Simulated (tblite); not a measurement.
Compound: C2H11BSSi.
Atom-mapped SMILES: `[CH3:1][BH2-:2][S@@+:3]([CH3:4])[SiH3:5]` (hydrogens: H6, H7, H8 on C1; H9, H10 on B2; H11, H12, H13 on C4; H14, H15, H16 on Si5)

Computed with GFN2-xTB (tblite), gas phase: L-BFGS steps from a force-field or distance-geometry start until the largest atomic force falls under 0.01 eV/Å.

Step 38: E = -438.4126 eV
```
atom  x, y, z in Å  |  force x, y, z in eV/Å
C1      1.8811   -1.0113    1.0377   -0.004   0.005  -0.005
B2      1.3241    0.1631    0.0907   -0.023   0.010   0.000
S3     -0.6519    0.3946    0.6411   -0.011   0.004  -0.002
C4     -1.0967    1.8886   -0.3020    0.005  -0.001  -0.004
Si5    -1.6129   -1.1116   -0.6216    0.017   0.021   0.013
H6      1.4241   -1.9809    0.8340    0.004   0.006   0.008
H7      2.9539   -1.1304    0.8931   -0.005  -0.005   0.002
H8      1.7249   -0.7935    2.0942    0.017  -0.018  -0.005
H9      1.7531    1.2463    0.3148    0.005  -0.006  -0.001
H10     1.2386   -0.1082   -1.0679    0.015   0.022  -0.001
H11    -0.7645    1.7872   -1.3307    0.003   0.001   0.015
H12    -0.5799    2.7208    0.1660   -0.019  -0.012   0.001
H13    -2.1714    2.0378   -0.2511    0.030  -0.005  -0.013
H14    -1.1958   -2.3871   -0.0725    0.010  -0.016   0.019
H15    -1.1976   -0.8597   -1.9944   -0.009  -0.008  -0.023
H16    -3.0366   -0.8467   -0.4428   -0.035   0.002  -0.004
```

Step 39: E = -438.4128 eV
```
atom  x, y, z in Å  |  force x, y, z in eV/Å
C1      1.8818   -1.0119    1.0370   -0.001   0.003  -0.003
B2      1.3243    0.1643    0.0927   -0.032   0.004   0.003
S3     -0.6541    0.3946    0.6415   -0.001   0.030   0.003
C4     -1.0960    1.8893   -0.3033    0.004  -0.008  -0.001
Si5    -1.6144   -1.1110   -0.6202    0.011   0.009   0.006
H6      1.4252   -1.9818    0.8337   -0.004   0.010   0.003
H7      2.9540   -1.1314    0.8890    0.000  -0.001   0.005
H8      1.7284   -0.7957    2.0940    0.018  -0.016  -0.003
H9      1.7523    1.2476    0.3182    0.004  -0.010   0.001
H10     1.2374   -0.1055   -1.0656    0.018   0.022  -0.012
H11    -0.7597    1.7875   -1.3309    0.000   0.004   0.025
H12    -0.5820    2.7226    0.1665   -0.021  -0.024  -0.002
H13    -2.1711    2.0371   -0.2560    0.034  -0.004  -0.016
H14    -1.1968   -2.3864   -0.0722    0.012  -0.021   0.025
H15    -1.1983   -0.8621   -1.9928   -0.007  -0.003  -0.032
H16    -3.0386   -0.8482   -0.4430   -0.035   0.005  -0.002
```

Step 40: E = -438.4131 eV
```
atom  x, y, z in Å  |  force x, y, z in eV/Å
C1      1.8829   -1.0127    1.0358    0.002   0.001   0.000
B2      1.3238    0.1660    0.0955   -0.035  -0.003   0.005
S3     -0.6570    0.3951    0.6424    0.014   0.051   0.013
C4     -1.0949    1.8898   -0.3049    0.004  -0.015   0.002
Si5    -1.6163   -1.1099   -0.6182   -0.003  -0.012  -0.006
H6      1.4267   -1.9828    0.8332   -0.015   0.012  -0.004
H7      2.9544   -1.1329    0.8837    0.005   0.006   0.007
H8      1.7334   -0.7988    2.0938    0.018  -0.012   0.002
H9      1.7513    1.2492    0.3228    0.001  -0.013   0.004
H10     1.2357   -0.1013   -1.0628    0.020   0.021  -0.023
H11    -0.7532    1.7874   -1.3307    0.001   0.006   0.026
H12    -0.5852    2.7245    0.1671   -0.017  -0.030  -0.002
H13    -2.1703    2.0359   -0.2631    0.026  -0.002  -0.018
H14    -1.1978   -2.3856   -0.0712    0.010  -0.018   0.028
H15    -1.1993   -0.8650   -1.9912   -0.007   0.003  -0.033
H16    -3.0419   -0.8499   -0.4437   -0.023   0.007  -0.001
```

Q: Estimate the geometry and energy of step 41. (The exact step hangs on the optimiser's Hessian estimate; all steps are aligned on step 40, rigid shifts and turns removed.)

A: E = -438.4135 eV, largest force 0.063 eV/Å
```
atom  x, y, z in Å  |  force x, y, z in eV/Å
C1      1.8842   -1.0135    1.0344    0.003  -0.001   0.002
B2      1.3225    0.1680    0.0990   -0.029  -0.011   0.005
S3     -0.6601    0.3965    0.6441    0.027   0.053   0.021
C4     -1.0934    1.8900   -0.3068    0.002  -0.019   0.006
Si5    -1.6186   -1.1086   -0.6158   -0.016  -0.033  -0.018
H6      1.4282   -1.9837    0.8325   -0.027   0.012  -0.012
H7      2.9549   -1.1346    0.8775    0.008   0.014   0.005
H8      1.7399   -0.8028    2.0934    0.016  -0.006   0.009
H9      1.7500    1.2508    0.3282   -0.002  -0.016   0.008
H10     1.2338   -0.0959   -1.0597    0.019   0.018  -0.030
H11    -0.7453    1.7868   -1.3300    0.006   0.007   0.017
H12    -0.5894    2.7263    0.1677   -0.006  -0.027   0.001
H13    -2.1688    2.0342   -0.2720    0.007   0.000  -0.019
H14    -1.1985   -2.3846   -0.0693    0.005  -0.008   0.029
H15    -1.2008   -0.8682   -1.9898   -0.009   0.008  -0.025
H16    -3.0463   -0.8517   -0.4448   -0.001   0.008   0.001
```

The energy changes by -0.0004 eV. The first-order estimate −F·Δx gives -0.0005 eV and the mean of the old and new forces, exact on a quadratic surface, -0.0004 eV. The step makes an angle of 78° with the force vector and moves no atom by more than 0.009 Å.

What follows is the cost of the whole relaxation. The run took 0.61 s wall on an Intel Xeon 6975P-C with one thread, shared host.
